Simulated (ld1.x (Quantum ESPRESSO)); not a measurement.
## u(r) = r·R(r): atom against pseudo-atom (Sb)

Columns: radius, all-electron u(r) and pseudo u(r) of the 4d shell (level -33.90 eV) of antimony in the configuration [Kr] 4d10 5s1.75 5p3.25; PW91, scalar-relativistic, PAW scheme, ld1.x (Quantum ESPRESSO) 7.5.

```
r (bohr)  all-electron   pseudo
   0.113        0.3862  -0.0036
   0.225        0.5472  -0.0275
   0.338        0.1705  -0.0866
   0.450       -0.3281  -0.1845
   0.563       -0.7261  -0.3163
   0.675       -0.9630  -0.4632
   0.788       -1.0633  -0.6056
   0.900       -1.0667  -0.7193
   1.013       -1.0114  -0.7894
   1.125       -0.9263  -0.8081
   1.238       -0.8279  -0.7790
   1.350       -0.7289  -0.7151
   1.463       -0.6336  -0.6320
   1.575       -0.5469  -0.5470
   1.688       -0.4686  -0.4686
   1.800       -0.4002  -0.4002
   1.913       -0.3402  -0.3402
   2.025       -0.2888  -0.2888
   2.138       -0.2443  -0.2443
   2.250       -0.2066  -0.2066
   2.363       -0.1742  -0.1742
   2.475       -0.1469  -0.1469
   2.588       -0.1236  -0.1236
   2.700       -0.1040  -0.1040
   2.813       -0.0874  -0.0874
   2.925       -0.0735  -0.0735
```

(1) How many radial nodes do the two functions have?

(2) At about which radius was the pseudo-wave matched?

(3) Where does each function peak?

(4) Is the pseudo-wave norm-conserving?

## Answers

(1) The all-electron 4d function has n − l − 1 = 1; the pseudo-wave has 0, since the states of the same l below it are removed with the core.

(2) 1.70 bohr. The columns agree to 0.0005 from 1.57 bohr on; several derivatives are matched, so the curves merge somewhat inside the radius.

(3) Outermost all-electron maximum near 0.90 bohr, pseudo maximum near 1.12 bohr (to the table’s step).

(4) No, it belongs to a PAW set: the norm inside the radius is not constrained, and the difference is carried by the augmentation charge.
